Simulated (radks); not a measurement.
Fractional charge and spin in the 4d shell of tin: the spin-up occupation runs from 4 to 5 and the spin-down occupation from 4 to 5; the fullest corner is Sn2+, [Kr] 5s2 4d(up 5, down 5). All-electron calculation, scalar-relativistic Kohn-Sham, LDA (Slater exchange, Perdew-Wang correlation), spin-polarised, spherical densities, finite nucleus; Fermi nuclear charge, rms radius of each element as measured or else 0.836 A^(1/3) + 0.57 fm. Program: a radial shooting solver on a logarithmic mesh with Libxc functionals. Energy (eV) minus the two flat planes that join the four corners (they meet along the diagonal where the two added fractions sum to one electron); zero is where a piecewise linear energy would lie.

down \ up       4    4.25     4.5    4.75       5
4           0.000  -1.688  -2.240  -1.672   0.000
4.25       -1.688  -2.188  -1.569   0.151  -1.572
4.5        -2.240  -1.569   0.202  -1.473  -2.083
4.75       -1.672   0.151  -1.473  -2.034  -1.553
5           0.000  -1.572  -2.083  -1.553   0.000

Corners above the fullest one (they belong to Sn3+ and the next ion): (up 5, down 4) 51.610 eV, (up 4, down 5) 51.610 eV, (up 4, down 4) 121.33 eV. With half an added electron in each spin the energy lies 0.202 eV from the planes, and with half an added electron in spin up alone -2.240 eV. The planes are only a guide here: the flat-plane condition holds for ground states with one frontier orbital, while this shell lies below other occupied shells, so the corners above the fullest one are inner-hole states and not the ground states of those ions.
